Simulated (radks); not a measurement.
As, 33 electrons, occupied as [Ar] 3d10 4s2 4p3. Calculated with a radial shooting solver on a logarithmic mesh with Libxc functionals: scalar-relativistic Kohn-Sham, SOGGA, spin-polarised, spherical densities, point nucleus; open shells are filled with parallel spins first. Some entries of the table are withheld. Estimate them.

| orbital | occ. | eigenvalue (hartree) | <r> (bohr) |
|---|---|---|---|
| 1s up | 1 | -430.3133 | 0.04552 |
| 1s down | 1 | -430.3090 | 0.04552 |
| 2s up | 1 | -54.57258 | 0.2029 |
| 2s down | 1 | -54.57064 | 0.2029 |
| 2p up | 3 | -47.86445 | 0.1773 |
| 2p down | 3 | -47.86079 | 0.1773 |
| 3s up | 1 | -6.96474 | 0.5988 |
| 3s down | 1 | -6.95965 | 0.5987 |
| 3p up | 3 | -4.89057 | 0.6178 |
| 3p down | 3 | -4.88458 | 0.6173 |
| 3d up | 5 | (1) | 0.6810 |
| 3d down | 5 | (2) | 0.6761 |
| 4s up | 1 | -0.55618 | 1.944 |
| 4s down | 1 | -0.46882 | 1.933 |
| 4p up | 3 | -0.21508 | (3) |
| 4p down | 0 | -0.12652 | (4) |

Answer. 
(1) 3d up eigenvalue (hartree): -1.48009
(2) 3d down eigenvalue (hartree): -1.47005
(3) 4p up <r> (bohr): 2.508
(4) 4p down <r> (bohr): 2.617
